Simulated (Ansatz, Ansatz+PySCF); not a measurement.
```xyz
3

O     0.0000    0.0000   -1.5100
Si    0.0000    0.0000    0.0000
O     0.0000    0.0000    1.5100
```

Basis set: def2-SVP (spherical functions). Correlated methods keep 7 orbitals frozen. Charge 0, multiplicity 1.

Computed with Ansatz (development build ahead of 0.2.0); each method stands on the lowest determinant of its kind that the runs found. Restricted open shells among the atoms or ions are ROHF, correlated in semicanonical orbitals with singles.

The atomization energy at this shape (free ground-state atoms in the same class of orbitals less the molecule, no zero-point energy) of singlet SiO2:

```tsv
method	atomization energy
RHF-CCSD(T)	1065.3 kJ/mol
RHF-MP2	1167.2 kJ/mol
UHF	581.0 kJ/mol
```

Task: What does RHF give?

Result: 616.2 kJ/mol.
